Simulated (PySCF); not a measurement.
H2Se, SMILES [SeH2]. The structure is a stationary point at ωB97X-D3(BJ)/def2-TZVPD.

TDA-ωB97X/def2-TZVPD (PySCF) puts the lowest singlet excitations at 5.40, 5.89, 7.56, 7.65, 7.91, 8.19 eV.

Task: What are the lowest excitation roots from PySCF 2.14.0 with ADC(2)/aug-cc-pVDZ? (An estimate is asked for; the answer gives what the named calculation found.)

Result: 5.58, 5.60, 7.31, 7.70, 8.14, 8.57 eV. S1 differs by 0.19 eV (second minus first; roots are paired by order, and the bases may differ).
